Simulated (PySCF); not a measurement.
## Calculated data, H₃NOSi₂

Computed with PySCF 2.14.0. Calculation on a computer-drawn molecule: the log of a Hartree-Fock and frozen-core CCSD(T) single point meant for a local Hartree-Fock minimum, with one planted fault or none, to be diagnosed. Offsets are logged minus clean, where the clean run is the same molecule without the fault. The reference is restricted for singlets and unrestricted otherwise, and also for a bond in bohr or an excited solution. Adding or removing an electron swaps singlet and doublet. The excited solution moves the top pair (singlet) or top alpha electron (doublet) to the lowest empty orbital. Highest occupied and lowest empty are orbital energies over both spins, largest force is the largest gradient component, triples share is (T) over the correlation energy, the T1 limit is 0.02 restricted and 0.045 unrestricted, electrons count all cores, a negative frequency is imaginary (commonest isotopes), and the dipole is about the centre of nuclear charge.

## H₃NOSi₂

Logged structure:
```xyz
7
H3NOSi2
O     -0.7751    -0.7391    -1.3540
Si    -0.5165     0.7869    -0.8861
N      0.3320     1.2177     0.3389
Si     1.4399     1.5819     1.5560
H     -1.3104    -0.9204    -2.1129
H     -1.2086     1.7043    -1.7938
H      0.4799     1.6379     2.7493
```

- meant charge: 0
- meant multiplicity: 1
- meant basis: cc-pV(D+d)Z
- logged electrons: 46
- logged basis functions: 89
- logged SCF converged: yes
- logged spin squared: 0
- logged highest occupied: -7.5687 eV
- logged lowest empty: 2.0974 eV
- logged largest force: 2.28e-06 hartree/bohr
- logged lowest frequency: 88.491 cm⁻¹
- logged T1 diagnostic: 0.018684
- logged D1 diagnostic: 0.062111
- logged triples share: 0.030739
- logged CC converged: yes
- logged dipole magnitude: 5.6141 debye
- logged SCF stable within its kind: yes
- logged energy HF: -708.93653 hartree
- logged energy CCSD(T): -709.50967 hartree
- possible faults: no fault, one electron removed, one electron added, multiplicity raised by two, geometry at a saddle point, SCF held on an excited solution, minimal basis STO-3G, one bond length entered in bohr, all coordinates scaled
- planted fault: withheld

Drawn bonds:
```csv
atom,other atom,order
1,2,1
2,3,2
3,4,1
1,5,1
2,6,1
4,7,1
```

To be estimated
1. H₃NOSi₂: planted fault?

## Answers
1. no fault

Further results for H₃NOSi₂:

- HF energy offset from clean run: 0 kcal/mol
- CCSD(T) energy offset from clean run: 0 kcal/mol
